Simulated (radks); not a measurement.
Q: Coherent X-ray form factor from a spherical all-electron density. Method: scalar-relativistic Kohn-Sham, r2SCAN, spin-polarised, spherical densities, finite nucleus; meta-GGA in the generalised Kohn-Sham scheme; Fermi nuclear charge, rms radius of each element as measured or else 0.836 A^(1/3) + 0.57 fm; computed with a radial shooting solver on a logarithmic mesh with Libxc functionals.

sin(theta)/lambda (1/angstrom),f0 (electrons)
0.05,50.347
0.1,48.543
0.15,45.973
0.2,43.075
0.25,40.179
0.3,37.465
0.4,32.722
0.5,28.753
0.6,25.432
0.8,20.604
1,17.577
1.25,14.866
1.5,12.469
2,8.531

The species is in the configuration that NIST lists as its ground one. Which atom or ion scatters so?

A: The xenon ion Xe3+, [Kr] 4d10 5s2 5p3. Extrapolating in s^2 from the first two rows gives f0(0) = 50.9, near the electron count 51; among species with that count, the fall with angle is slower the higher Z, and the table is that of Z = 54; from so few rows the species is fixed only to a neighbour or two.
